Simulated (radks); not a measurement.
Fractional charge and spin in the 2p shell of aluminium: the spin-up occupation runs from 2 to 3 and the spin-down occupation from 2 to 3; the fullest corner is Al2+, [He] 2s2 3s(up 0.5, down 0.5) 2p(up 3, down 3). Calculated with a radial shooting solver on a logarithmic mesh with Libxc functionals: non-relativistic Kohn-Sham, LDA (Slater exchange, Perdew-Wang correlation), spin-polarised, spherical densities, point nucleus. Energy (eV) above the fullest corner. The planes named below are the two flat planes that join the four corners, with an edge along up + down = one added electron.

down \ up,2,2.25,2.5,2.75,3
2,246.815,208.281,171.926,137.710,105.596
2.25,208.281,172.130,138.106,106.171,76.284
2.5,171.926,138.106,106.362,76.654,48.941
2.75,137.710,106.171,76.654,49.121,23.528
3,105.596,76.284,48.941,23.528,0.000

Corners above the fullest one (they belong to Al3+ and the next ion): (up 3, down 2) 105.60 eV, (up 2, down 3) 105.60 eV, (up 2, down 2) 246.81 eV. With half an added electron in each spin the energy lies 0.766 eV from the planes, and with half an added electron in spin up alone -4.280 eV. The planes are only a guide here: the flat-plane condition holds for ground states with one frontier orbital, while this shell lies below other occupied shells, so the corners above the fullest one are inner-hole states and not the ground states of those ions.
